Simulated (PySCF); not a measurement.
Continuum solvent and chemical shifts

Mapped SMILES: `[CH2:1]1[CH2:2][CH2:3][CH:4]([C@H:5]2[CH2:6][CH2:7][NH2+:8]2)[CH2:9]1` (H(Xn): hydrogen on atom n). Ha(C6), Ha(C7), Ha(N8) are cis to C4 on the ring; Ha(C1), Ha(C2), Ha(C3), Ha(C9) are cis to C5 on the ring; Hb(C6), Hb(C7), Hb(N8) are trans to C4 on the ring; Hb(C1), Hb(C2), Hb(C3), Hb(C9) are trans to C5 on the ring.

GIAO PBE0/pcSseg-1 in PySCF 2.14 on one PBE0-D3(BJ)/def2-SVP conformer, non-relativistic, equivalent nuclei averaged. Solvents enter as an IEF-PCM continuum (chloroform with ε = 4.7, acetonitrile with ε = 35.7) around the gas-phase geometry. Shifts are referred to TMS computed in the same medium.

In chloroform, δ in ppm: C5 73.6, C7 47.5, C4 45.6, C3 32.8, C2 31.4, C9 29.8, C1 29.0, C6 28.6, Hb(N8) 4.92, Ha(N8) 4.38, Hb(C7) 4.30, H(C5) 4.22, Ha(C7) 3.99, Hb(C6) 2.66. Dipole moment 8.22 D.

Question: How does each δ change in the more polar medium?

Answer: 
```json
{"atoms": "C5", "environment": "sp3 CH bonded to N", "Δδ, acetonitrile": "-0.6"}
{"atoms": "C7", "environment": "sp3 CH2 bonded to N", "Δδ, acetonitrile": "0.0"}
{"atoms": "C4", "environment": "sp3 CH in a ring", "Δδ, acetonitrile": "-0.1"}
{"atoms": "C3", "environment": "sp3 CH2 in a ring", "Δδ, acetonitrile": "+0.2"}
{"atoms": "C2", "environment": "sp3 CH2 in a ring", "Δδ, acetonitrile": "+0.2"}
{"atoms": "C9", "environment": "sp3 CH2 in a ring", "Δδ, acetonitrile": "+0.2"}
{"atoms": "C1", "environment": "sp3 CH2 in a ring", "Δδ, acetonitrile": "+0.1"}
{"atoms": "C6", "environment": "sp3 CH2 in a ring", "Δδ, acetonitrile": "+0.1"}
{"atoms": "Hb(N8)", "environment": "hydrogen on an ammonium nitrogen", "Δδ, acetonitrile": "+0.18"}
{"atoms": "Ha(N8)", "environment": "hydrogen on an ammonium nitrogen", "Δδ, acetonitrile": "+0.23"}
{"atoms": "Hb(C7)", "environment": "hydrogen on an sp3 CH2 bonded to N", "Δδ, acetonitrile": "-0.02"}
{"atoms": "H(C5)", "environment": "hydrogen on an sp3 CH bonded to N", "Δδ, acetonitrile": "+0.04"}
{"atoms": "Ha(C7)", "environment": "hydrogen on an sp3 CH2 bonded to N", "Δδ, acetonitrile": "-0.03"}
{"atoms": "Hb(C6)", "environment": "hydrogen on an sp3 CH2 in a ring", "Δδ, acetonitrile": "-0.10"}
```

Changes are relative to chloroform. The dipole moment becomes 8.71 D in acetonitrile.

Question: Which nuclei move most (in ppm), and what does the model miss?

Answer: C5 (sp3 CH bonded to N, -0.6 ppm) in acetonitrile. A continuum only polarises the solute; specific hydrogen bonds, the anisotropy of aromatic solvents and changes of geometry or conformer are outside it, as are counter-ions.
